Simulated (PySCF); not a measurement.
## C6H4F2: calculation against experiment

**What was measured.**

From Chong, Molecules 2021, 26, 1947 (electron spectra of vapor-phase indole and four azaindoles), for the gas: C 1s binding energy of C3/C4/C7/C8 290.99 eV; C 1s binding energy of C2/C5 292.95 eV.

How close the calculation comes is told at the end.

Compound: C6H4F2.
Numbering: `[F:1][c:2]1[cH:3][cH:4][c:5]([F:6])[cH:7][cH:8]1` (hydrogens: H9 on C3; H10 on C4; H11 on C7; H12 on C8)

Cartesian coordinates in Å at the PBE0-D3(BJ)/def2-TZVP level; atoms count from 1:
```
atom  x, y, z in Å
F1    -2.0162   -0.1115    1.7903
C2    -1.0151   -0.0576    0.9022
C3    -0.2705   -1.1960    0.6620
C4     0.7661   -1.1394   -0.2572
C5     1.0212    0.0539   -0.9047
F6     2.0227    0.1065   -1.7925
C7     0.2771    1.1927   -0.6655
C8    -0.7588    1.1352    0.2544
H9    -0.5038   -2.1114    1.1907
H10    1.3735   -2.0088   -0.4744
H11    0.5098    2.1080   -1.1948
H12   -1.3662    2.0046    0.4714
```

The PySCF runs (gas phase, on this PBE0-D3(BJ)/def2-TZVP geometry; non-relativistic but for the core-level run):

```tsv
level	job	basis functions
delta-SCF UKS SCAN, pcX-3 on the ionised atom, pcseg-2 elsewhere, spin-free X2C	ΔSCF core ionisation, 3 holes	350
```

Results beside the measurements:

**Core binding energies.** PySCF, delta-SCF UKS SCAN, pcX-3 on the ionised atom, pcseg-2 elsewhere, spin-free X2C.

| level and atom | computed (eV) | measured (eV) | computed − measured (eV) |
| --- | --- | --- | --- |
| C 1s, C3/C4/C7/C8 | 290.76 | 290.99 | -0.23 |
| C 1s, C2/C5 | 292.73 | 292.95 | -0.22 |

Sources, in the order of the opening: Chong, Molecules 2021, 26, 1947 (electron spectra of vapor-phase indole and four azaindoles). Against the first value of each row the mean signed difference is -0.22 eV and the largest in size -0.23 eV. The computed values are vertical, without vibrational structure; measured positions hang on the energy calibration. Atoms equivalent by their bonding share one computed value, that of the first of them.

The geometry is computed, not the measured one. Where a level misses, the cause wasn't examined.
